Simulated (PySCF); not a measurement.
HOP, SMILES P=O.

Coordinates come from a TPSSh-D3(BJ)/def2-TZVPD optimisation.

All values below come from TDDFT-LC-ωPBE/def2-TZVPD (PySCF).

Vertical excitations. Gas-phase values at a fixed geometry. State labels are in the subgroup Cs.

| state | symmetry | energy (eV) | λ (nm) | f | main pairs |
|---|---|---|---|---|---|
| S1 | A" | 2.44 | 508 | 0.003 | HOMO→LUMO 99 % |
| S2 | A" | 5.62 | 220 | 0.009 | HOMO−1→LUMO 97 % |
| S3 | A' | 6.21 | 200 | 0.011 | HOMO→LUMO+2 60 %, HOMO→LUMO+1 27 % |
| S4 | A" | 6.91 | 180 | 0.000 | HOMO−3→LUMO 97 % |
| S5 | A' | 7.05 | 176 | 0.094 | HOMO−2→LUMO 72 %, HOMO→LUMO+2 14 % |
| S6 | A' | 7.37 | 168 | 0.125 | HOMO→LUMO+1 62 %, HOMO→LUMO+2 19 %, HOMO−2→LUMO 11 % |
| S7 | A' | 8.61 | 144 | 0.094 | HOMO→LUMO+3 45 %, HOMO→LUMO+6 42 % |
| S8 | A' | 9.17 | 135 | 0.051 | HOMO→LUMO+4 82 % |
| S9 | A" | 9.21 | 135 | 0.000 | HOMO→LUMO+5 68 %, HOMO→LUMO+7 24 % |
| S10 | A" | 9.36 | 133 | 0.037 | HOMO→LUMO+7 63 %, HOMO→LUMO+5 28 % |
| T1 | A" | 1.46 | 849 | 0 | HOMO→LUMO 97 % |
| T2 | A' | 4.20 | 295 | 0 | HOMO−2→LUMO 96 % |
| T3 | A" | 4.66 | 266 | 0 | HOMO−1→LUMO 95 % |
| T4 | A' | 5.33 | 233 | 0 | HOMO→LUMO+2 52 %, HOMO→LUMO+1 30 % |
Triplets are in the Tamm–Dancoff approximation, which puts them higher than full response would, so one can lie above its singlet here.
